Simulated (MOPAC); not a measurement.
Job for MOPAC: PM6 on AlCl-, 2S+1 = 2, a spin state set in the input, which need not be the lowest, a point of a bond scan (R = 2.451 Å). Charge -1.

```
PM6 1SCF PRECISE CHARGE=-1 UHF MS=0.5 THREADS=1
AlCl

Al     0.00000000 1     0.00000000 1     0.00000000 1
Cl     0.00000000 1     0.00000000 1     2.45066000 1
```

The log:

```
*******************************************************************************
 **                                                                           **
 **                              MOPAC v23.2.5                                **
 **                                                                           **
 *******************************************************************************
 ** MOPAC's Digital Object Identifier: https://doi.org/10.5281/zenodo.6511958 **
 **                                                                           **
 ** Please cite the open-source release paper for use of this MOPAC version:  **
 ** J. E. Moussa and J. J. P. Stewart (2026)                                  **
 ** MOPAC: An open-source semiempirical molecular orbital program             **
 ** J. Open Source Softw., 11(119), 8025, https://doi.org/10.21105/joss.08025 **
 *******************************************************************************

                              PM6 CALCULATION RESULTS

 *******************************************************************************
 *  PM6        - The PM6 Hamiltonian to be used
 *  UHF        - UNRESTRICTED HARTREE-FOCK CALCULATION
 *
 *
 *
 *                 CHARGE ON SYSTEM = -1
 *
 *
 *
 *  MS=        - IN MECI, MAGNETIC COMPONENT OF SPIN =  0.5
 *  PRECISE    - TIGHTER CRITERIA TO BE USED
 *  1SCF       - DO 1 SCF AND THEN STOP
 *  THREADS=1  - MULTI-THREADING NOT USED
 *  T=         - A TIME OF 172800.0 SECONDS REQUESTED
 *  DUMP=N     - RESTART FILE WRITTEN EVERY 7200.0 SECONDS REQUESTED
 *******************************************************************************
PM6 1SCF PRECISE CHARGE=-1 UHF MS=0.5 THREADS=1
 AlCl

   ATOM   CHEMICAL          X               Y               Z
  NUMBER   SYMBOL      (ANGSTROMS)     (ANGSTROMS)     (ANGSTROMS)

     1      Al          0.00000000  *   0.00000000  *   0.00000000  *
     2      Cl          0.00000000  *   0.00000000  *   2.45066000  *



          CARTESIAN COORDINATES

    NO.       ATOM           X           Y           Z

     1        Al          0.0000      0.0000      0.0000
     2        Cl          0.0000      0.0000      2.4507

 General Reference for PM6:
 "Optimization of Parameters for Semiempirical Methods V: Modification of NDDO Approximations
 and Application to 70 Elements", J. J. P. Stewart, J. Mol. Mod., 13, 1173-1213 (2007)
 URL: https://link.springer.com/article/10.1007/s00894-007-0233-4

           Empirical Formula: Al Cl  =     2 atoms



      MOLECULAR POINT GROUP   :   C*v


          UHF CALCULATION, NO. OF ALPHA ELECTRONS =    6
                           NO. OF BETA  ELECTRONS =    5

 -------------------------------------------------------------------------------
 PM6 1SCF PRECISE CHARGE=-1 UHF MS=0.5 THREADS=1
 AlCl



     1SCF WAS SPECIFIED, SO BFGS WAS NOT USED
     SCF FIELD WAS ACHIEVED


                              PM6 CALCULATION
                                                       MOPAC v23.2.5 Linux




          FINAL HEAT OF FORMATION =        -19.39931 KCAL/MOL =     -81.16673 KJ/MOL


          COSMO AREA              =         96.87 SQUARE ANGSTROMS
          COSMO VOLUME            =         83.21 CUBIC ANGSTROMS

          IONIZATION POTENTIAL    =          0.835687 EV
          ALPHA SOMO LUMO (EV)    =         -0.836  5.913
          BETA  SOMO LUMO (EV)    =         -4.400  6.026
          NO. OF ALPHA ELECTRONS  =          6
          NO. OF BETA  ELECTRONS  =          5
          MOLECULAR WEIGHT        =         62.4345         POINT GROUP:  C*v

          MOLECULAR DIMENSIONS (Angstroms)

            Atom       Atom       Distance
           Cl     2   Al     1     2.45066
           Cl     2   Al     1     0.00000
           Al     1   Cl     2     0.00000


          SCF CALCULATIONS        =          1





   ATOM   CHEMICAL          X               Y               Z
  NUMBER   SYMBOL      (ANGSTROMS)     (ANGSTROMS)     (ANGSTROMS)

     1      Al          0.00000000  *   0.00000000  *   0.00000000  *
     2      Cl          0.00000000  *   0.00000000  *   2.45066000  *

                             CARTESIAN COORDINATES

   1   Al        0.000000000     0.000000000     0.000000000
   2   Cl        0.000000000     0.000000000     2.450660000


           Empirical Formula: Al Cl  =     2 atoms



      MOLECULAR POINT GROUP   :   C*v


          ALPHA EIGENVALUES
 -21.00511  -7.08107  -5.31072  -5.27283  -4.72129  -0.83569   5.91283   7.18916
 102.23032 102.23312 102.73634 102.76180 102.77267 130.15040 130.44063 131.66994
 133.19360 133.49142


           BETA EIGENVALUES
 -20.97583  -6.96821  -5.26717  -5.22967  -4.40031   6.02555   7.35295   7.60197
 102.23762 102.33998 102.73858 102.78642 102.81785 133.46580 133.87920 136.10309
 137.14922 137.56108


              NET ATOMIC CHARGES AND DIPOLE CONTRIBUTIONS

  ATOM NO.   TYPE          CHARGE      No. of ELECS.   s-Pop       p-Pop       d-Pop
    1         Al          -0.291189        3.2912     1.92066     1.36215     0.00838
    2         Cl          -0.708811        7.7088     1.99514     5.71199     0.00168
 DIPOLE           X         Y         Z       TOTAL
 POINT-CHG.     0.000     0.000    -1.659     1.659
 HYBRID         0.000    -0.000     1.303     1.303
 SUM            0.000    -0.000    -0.356     0.356


          ATOMIC ORBITAL ELECTRON POPULATIONS

     Atom    s        px        py        pz      x^2-y^2     xz        z^2       yz        xy
    1 Al   1.92066   1.00536   0.01852   0.33828   0.00157   0.00133   0.00434   0.00114   0.00000
    2 Cl   1.99514   1.99308   1.98034   1.73858   0.00000   0.00024   0.00143   0.00001   0.00000


                    (SZ)    =    0.500000
                    (S**2)  =    0.756269


          ATOMIC ORBITAL SPIN POPULATIONS

    Atom   Total    s     px     py     pz   x^2-y^2  xz     z^2    yz     xy
         Atomic
    1 Al  0.9931  0.016  0.994  0.001 -0.019  0.000  0.000  0.000  0.000  0.000
    2 Cl  0.0069  0.000  0.006 -0.001  0.001  0.000  0.000  0.000  0.000  0.000

 **********************
 *                    *
 * JOB ENDED NORMALLY *
 *                    *
 **********************




 == MOPAC DONE ==
```

The run finished.

Cost: around 0.020 core-seconds (rough).
